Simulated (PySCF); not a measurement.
**J couplings in C4H8FGa**

Molfile (atoms numbered from 1):
```
C4H8FGa
     RDKit          3D

 14 14  0  0  0  0  0  0  0  0999 V2000
    2.3603    2.4401    0.2625 F   0  0  0  0  0  0  0  0  0  0  0  0
    1.1395    1.1827    0.1224 Ga  0  0  0  0  0  3  0  0  0  0  0  0
   -0.8304    1.2788    0.1640 C   0  0  0  0  0  0  0  0  0  0  0  0
   -1.1386   -0.2185    0.3254 C   0  0  0  0  0  0  0  0  0  0  0  0
   -0.1420   -1.1041   -0.4565 C   0  0  0  0  0  0  0  0  0  0  0  0
    1.3201   -0.7662   -0.1202 C   0  0  0  0  0  0  0  0  0  0  0  0
   -1.2689    1.9073    0.9513 H   0  0  0  0  0  0  0  0  0  0  0  0
   -1.1967    1.6616   -0.8050 H   0  0  0  0  0  0  0  0  0  0  0  0
   -2.1681   -0.4605    0.0120 H   0  0  0  0  0  0  0  0  0  0  0  0
   -1.0761   -0.4875    1.3957 H   0  0  0  0  0  0  0  0  0  0  0  0
   -0.3685   -2.1673   -0.2711 H   0  0  0  0  0  0  0  0  0  0  0  0
   -0.3104   -0.9414   -1.5368 H   0  0  0  0  0  0  0  0  0  0  0  0
    1.6334   -1.2311    0.8311 H   0  0  0  0  0  0  0  0  0  0  0  0
    2.0346   -1.0913   -0.8895 H   0  0  0  0  0  0  0  0  0  0  0  0
  1  2  1  0
  2  3  1  0
  3  4  1  0
  4  5  1  0
  5  6  1  0
  6  2  1  0
  3  7  1  0
  3  8  1  0
  4  9  1  0
  4 10  1  0
  5 11  1  0
  5 12  1  0
  6 13  1  0
  6 14  1  0
M  END
```

Couplings: B3LYP/pcJ-1 (pcSseg-1 on Ga) (spin–dipole term only in couplings to heteroatoms) in PySCF, geometry PBE0-D3(BJ)/def2-SVP; gas phase, one conformer, non-relativistic. Couplings are averaged over pairs made equivalent by symmetry, fast rotation or ring inversion, so a value needn't be that of the named pair in this geometry, while other rotamers aren't included; one pair stands for each set, and the list holds those of at least 0.8 Hz over up to four bonds.

Isotopes: 13C, 1H, 19F.

```csv
pair,bonds,J (Hz)
"C3, C4",1,35.0
"C3, H7",1,140.3
"C4, C5",1,34.4
"C4, H9",1,?
"F1, C3",2,3.3
"C3, C6",2,16.0
"C3, H9",2,-2.4
"C4, H7",2,-2.0
"C4, H11",2,-2.8
"H7, H8",2,-15.9
"H9, H10",2,?
"F1, C4",3,?
"F1, H7",3,?
"C3, H11",3,4.8
"C4, H13",3,?
"H7, H9",3,8.7
"H7, H10",3,9.1
"H9, H11",3,9.3
"H9, H12",3,?
"F1, H9",4,2.9
"H7, H14",4,?
```

Task: Estimate the withheld couplings, with signs.

Result: 
- 1J(C4,H9) = 134.5 Hz (mean over equivalent pairs that range from 129.7 to 139.3 Hz in this conformer)
- 2J(H9,H10) = -14.7 Hz
- 3J(F1,C4) = 5.1 Hz (dihedral angle 167°)
- 3J(F1,H7) = -3.0 Hz (mean over equivalent pairs that range from -4.2 to -1.8 Hz in this conformer)
- 3J(C4,H13) = 5.9 Hz (mean over equivalent pairs that range from 0.4 to 11.4 Hz in this conformer)
- 3J(H9,H12) = 5.4 Hz
- 4J(H7,H14) = -0.9 Hz

Relativistic effects of the heavier atoms present are left out.
